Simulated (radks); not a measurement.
Results of a calculation; reference values are marked as such.
Neutral bromine inside a hard spherical wall (all orbitals vanish at R), configuration held at [Ar] 3d10 4s2 4p5 and not refilled when levels cross. Code: a radial shooting solver on a logarithmic mesh with Libxc functionals. Model: non-relativistic Kohn-Sham, PBE, spin-polarised, spherical densities, point nucleus; open shells are filled with parallel spins first. Eigenvalues in eV for spin up, with the zero of energy where the potential of the charges vanishes at infinity; a dash marks a level that is unbound or too diffuse for the functional's potential to be trusted. A positive occupied level is held by the wall or, in an anion where self-interaction has pushed it up, behind a barrier. The pressure on the wall is -dE/dV.

R (bohr)  E (hartree)  kinetic (hartree)    e(3p)    e(3d)    e(4s)   e(4p)  e(5s, empty)  e(5p, empty)  pressure (GPa)
free      -2573.78331           2572.270  -171.68  -68.373  -19.781  -8.239             -             -               0
20        -2573.78331           2572.270  -171.68  -68.373  -19.781  -8.239             -             -        < 0.0001
15        -2573.78331           2572.270  -171.68  -68.373  -19.781  -8.239             -             -        < 0.0001
10        -2573.78329           2572.270  -171.68  -68.370  -19.779  -8.236        -0.027         1.702        0.000913
6         -2573.77210           2572.359  -171.17  -67.867  -19.385  -7.842         4.025         8.219            1.11
5         -2573.73099           2572.620  -170.05  -66.745  -18.554  -6.951         8.886        14.808            7.65
4         -2573.52399           2573.704  -166.52  -63.252  -15.991  -4.012        21.458        30.200            62.5
2.5       -2570.11877           2586.292  -143.88  -40.967    5.679  21.734        110.10        126.48            2660
